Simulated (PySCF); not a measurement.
Several molecules and their computed UV-vis stick spectra, shuffled. Method used: PySCF, TDDFT PBE0/def2-SVPD, vertical, gas phase, core orbitals frozen in the response. Geometries: PBE0-D3(BJ)/def2-SVP; one conformer of each isolated species. Triplets are in the Tamm–Dancoff approximation. Atoms past krypton carry core potentials; spin–orbit coupling is left out.

A. `CC(C)(C)O[SiH3]`
B. `[CH3][Sb]([CH3])[CH3]`
C. `[CH3][Ge]([CH3])([Cl])[Cl]`

Lowest singlet levels (six at most, fewer where fewer were computed) with oscillator strengths:

1. 217 nm (f 0.296 summed over 2 states); 203 nm (f 0.009); 187 nm (f 0.286); 175 nm (f 0.000); 169 nm (f 0.221 summed over 2 states); 164 nm (f 0.173); T1 4.63 eV
2. 178 nm (f 0.005); 166 nm (f 0.030); 164 nm (f 0.003); 155 nm (f 0.006); 155 nm (f 0.003); 150 nm (f 0.040); T1 6.67 eV
3. 178 nm (f 0.062); 172 nm (f 0.048); 169 nm (f 0.000); 165 nm (f 0.060); 160 nm (f 0.097); 158 nm (f 0.001); T1 6.44 eV

**Question.** Match each spectrum to its molecule.

**Answer.** 1 = B, 2 = A, 3 = C.
- A: S1 at 6.97 eV, HOMO→LUMO (90%); Löwdin shares by element: HOMO oxygen 47%, carbon 16% or more, silicon 12% (atoms not listed hold the other 25%); LUMO silicon 25%, carbon 15% or more, oxygen 7% (atoms not listed hold the other 52%); HOMO -7.97 and LUMO 0.34 eV.
- B: S1 at 5.72 eV, HOMO→LUMO/LUMO+1 (≥96%); Löwdin shares by element: HOMO antimony 61%, carbon 31%; LUMO (one of a set within 0.03 eV) antimony 47%, carbon 31% (atoms not listed hold the other 22%); HOMO -6.44 and LUMO 0.22 eV.
- C: S1 at 6.96 eV, HOMO→LUMO (91%); Löwdin shares by element: HOMO chlorine 56%, carbon 26% (atoms not listed hold the other 18%); LUMO chlorine 49%, germanium 26%, carbon 8% or more (atoms not listed hold the other 17%); HOMO -8.60 and LUMO -0.31 eV.
A and C have S1 within 0.01 eV of each other; their strongest listed levels stand at 8.26 eV (f 0.040) and 7.74 eV (f 0.097).

A slash joins orbitals within 0.01 eV of each other, whose weights are summed (≥ marks a lower bound).
